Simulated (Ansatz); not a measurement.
`C[Se][Ti]([F])([F])[Se]C`. Charge 0, multiplicity 1. All single points use the PBE0-D4/def2-TZVP geometry. It is one conformer, not always the lowest.

```xyz
13

C    -0.309   -2.205    1.063
Se   -1.096   -0.457    1.488
Ti    0.849    0.848    0.974
F     2.268    0.158    1.735
F     0.400    2.505    1.320
Se    1.188    0.549   -1.381
C    -0.471    1.426   -1.958
H    -0.159   -2.276   -0.012
H    -1.020   -2.958    1.401
H     0.635   -2.330    1.589
H    -0.556    2.409   -1.499
H    -0.410    1.530   -3.039
H    -1.319    0.802   -1.681
```

(1) What is the dipole moment at B3LYP/def2-TZVPP? (An estimate is asked.)

(2) And with PBE, r2SCAN, ωB97M-V? (Best estimate.)

(3) Give the Mulliken charges with B3LYP, PBE, ωB97M-V in def2-TZVPP. (Estimate.)

Results:

(1) Computed: 2.20 D, with components (-1.21, -1.21, -1.39) D in this frame, pointing from negative to positive charge.

(2) Ansatz gave: PBE 2.06 D, r2SCAN 2.12 D, ωB97M-V 1.96 D.

(3) Ansatz gave: 
```json
{"atom": "C1", "B3LYP": "-0.35", "PBE": "-0.34", "ωB97M-V": "-0.41"}
{"atom": "Se2", "B3LYP": "-0.05", "PBE": "-0.05", "ωB97M-V": "-0.02"}
{"atom": "Ti3", "B3LYP": "0.70", "PBE": "0.56", "ωB97M-V": "0.57"}
{"atom": "F4", "B3LYP": "-0.36", "PBE": "-0.31", "ωB97M-V": "-0.34"}
{"atom": "F5", "B3LYP": "-0.36", "PBE": "-0.31", "ωB97M-V": "-0.34"}
{"atom": "Se6", "B3LYP": "-0.05", "PBE": "-0.05", "ωB97M-V": "-0.02"}
{"atom": "C7", "B3LYP": "-0.35", "PBE": "-0.34", "ωB97M-V": "-0.41"}
{"atom": "H8", "B3LYP": "0.14", "PBE": "0.14", "ωB97M-V": "0.16"}
{"atom": "H9", "B3LYP": "0.14", "PBE": "0.14", "ωB97M-V": "0.16"}
{"atom": "H10", "B3LYP": "0.14", "PBE": "0.14", "ωB97M-V": "0.16"}
{"atom": "H11", "B3LYP": "0.14", "PBE": "0.14", "ωB97M-V": "0.16"}
{"atom": "H12", "B3LYP": "0.14", "PBE": "0.14", "ωB97M-V": "0.16"}
{"atom": "H13", "B3LYP": "0.14", "PBE": "0.14", "ωB97M-V": "0.16"}
```

B3LYP here is the variant with VWN-RPA as its local correlation; programs differ in this.
